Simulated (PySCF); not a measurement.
**Radial density of Pd (palladium, neutral)**

CAM-B3LYP, [Kr] 4d9 5s1, high-spin 3D determinant (an excited configuration). Computed with PySCF 2.14 in aug-cc-pwCVDZ-PP with ECP28MDF (6s6p5d3f, 70 functions), with a scalar-relativistic core potential. This is the valence pseudo-density: the core potential removes the inner electrons and smooths the orbitals near the nucleus.

```json
{"r (bohr)": "0.0187", "4πr²ρ (e/bohr)": "1.509e-05", "4πr²(ρα − ρβ)": "0.0000"}
{"r (bohr)": "0.0314", "4πr²ρ (e/bohr)": "3.804e-05", "4πr²(ρα − ρβ)": "0.0000"}
{"r (bohr)": "0.0528", "4πr²ρ (e/bohr)": "8.923e-05", "4πr²(ρα − ρβ)": "0.0000"}
{"r (bohr)": "0.0888", "4πr²ρ (e/bohr)": "0.0003273", "4πr²(ρα − ρβ)": "0.0000"}
{"r (bohr)": "0.149", "4πr²ρ (e/bohr)": "0.003362", "4πr²(ρα − ρβ)": "0.0002"}
{"r (bohr)": "0.251", "4πr²ρ (e/bohr)": "0.05591", "4πr²(ρα − ρβ)": "0.0035"}
{"r (bohr)": "0.423", "4πr²ρ (e/bohr)": "1.328", "4πr²(ρα − ρβ)": "0.0629"}
{"r (bohr)": "0.711", "4πr²ρ (e/bohr)": "12.48", "4πr²(ρα − ρβ)": "0.5178"}
{"r (bohr)": "1.20", "4πr²ρ (e/bohr)": "13.36", "4πr²(ρα − ρβ)": "0.7536"}
{"r (bohr)": "2.01", "4πr²ρ (e/bohr)": "3.332", "4πr²(ρα − ρβ)": "0.5840"}
{"r (bohr)": "3.38", "4πr²ρ (e/bohr)": "0.6178", "4πr²(ρα − ρβ)": "0.3243"}
{"r (bohr)": "5.69", "4πr²ρ (e/bohr)": "0.05673", "4πr²(ρα − ρβ)": "0.0466"}
{"r (bohr)": "9.57", "4πr²ρ (e/bohr)": "0.0006344", "4πr²(ρα − ρβ)": "0.0006"}
```

Energies and moments cover only the electrons outside the core potential.
